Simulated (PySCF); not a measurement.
Orbital energies, ionisation energy and electron affinity

Compound: C₃H₅F₃SSi.
Z-matrix (Å and degrees, PBE0-D3(BJ)/def2-SVP geometry), rows numbered from 1:
```
C 
C   1  1.4889
S   2  1.6277  1  124.54
Si  2  1.8944  1  121.87  3  -179.85
C   4  1.9383  2  109.49  1    -2.40
F   5  1.3460  4  111.34  2   -60.30
F   5  1.3465  4  111.09  2    58.48
F   5  1.3380  4  113.03  2   179.00
H   1  1.1039  2  109.71  3  -121.25
H   1  1.0990  2  111.64  3     0.85
H   1  1.1036  2  110.00  3   123.35
H   4  1.4870  2  110.39  1   114.95
H   4  1.4860  2  110.73  1  -120.26
```

Level: wB97X-D/def2-SVPD (PySCF). Frontier orbitals with their largest atomic shares (Löwdin; up to four atoms above 4 %):

```json
{"orbital": "HOMO−3", "ε (eV)": "-12.01", "main atoms": "C2 19 %, Si4 18 %, S3 18 %, C1 15 %"}
{"orbital": "HOMO−2", "ε (eV)": "-11.73", "main atoms": "C5 20 %, Si4 18 %, F7 12 %, F6 12 %"}
{"orbital": "HOMO−1", "ε (eV)": "-10.69", "main atoms": "S3 46 %, C2 28 %, C1 8 %, Si4 6 %"}
{"orbital": "HOMO", "ε (eV)": "-8.68", "main atoms": "?"}
{"orbital": "LUMO", "ε (eV)": "-1.19", "main atoms": "S3 41 %, C2 39 %, Si4 6 %, C1 6 %"}
{"orbital": "LUMO+1", "ε (eV)": "1.75", "main atoms": "Si4 30 %, S3 18 %, C1 9 %, H12 8 %"}
{"orbital": "LUMO+2", "ε (eV)": "2.00", "main atoms": "Si4 36 %, H13 12 %, H12 12 %, F8 11 %"}
```

Problem. What vertical ionisation energy does ΔSCF give, and how far is −ε(HOMO) from it?

Solution. ΔSCF: 8.96 eV (864 kJ/mol; threshold wavelength 138 nm); ⟨S²⟩ of the doublet left behind is 0.759, against 0.75 for a pure doublet. −ε(HOMO) is 8.68 eV, 0.28 eV below it. For the exact functional −ε(HOMO) would equal the first vertical ionisation energy; wB97X-D (range-separated hybrid) comes within 0.28 eV of that here.

Problem. On which atoms does the HOMO lie?

Solution. S3 (thiocarbonyl sulfur) 70 %, C2 (thiocarbonyl carbon) 16 %, Si4 (SiH2 silicon) 6 %, C1 (methyl carbon) 4 %, so more than half of it is on one atom. The HOMO−1 lies 2.01 eV lower.

Problem. And the vertical electron affinity, the fundamental gap, Mulliken's electronegativity and the hardness (with the factor ½)?

Solution. EA = 1.10 eV by ΔSCF (−ε(LUMO) = 1.19 eV). IE − EA = 7.86 eV against an orbital gap of 7.49 eV; (IE + EA)/2 = 5.03 eV; (IE − EA)/2 = 3.93 eV. Parr's electrophilicity index (IE + EA)²/[8(IE − EA)] is 1.61 eV.

Problem. How many of the 10 lowest singlet excitations (vertical TDDFT, same level) lie below the ionisation energy?

Solution. All 10; they run from 2.14 to 7.43 eV.

Problem. Shift the occupied levels rigidly so that −ε(HOMO) equals the ΔSCF value. What binding energies result?

Solution. The shift is +0.28 eV: HOMO 8.96, HOMO−1 10.97, HOMO−2 12.01, HOMO−3 12.29 eV. A rigid shift is only a rough guide to the deeper ionisations.

Problem. What total energies stand behind the ΔSCF value?

Solution. E(N) = -1103.89232 Eh and E(N − 1) = -1103.56315 Eh at the same geometry, 0.32917 Eh apart. With one more electron, E(N + 1) = -1103.93262 Eh.

Isolated species at its PBE0-D3(BJ)/def2-SVP geometry (one conformer only).

Note: wB97X-D ran without an empirical dispersion term, which enters the total energy and its gradient alone.
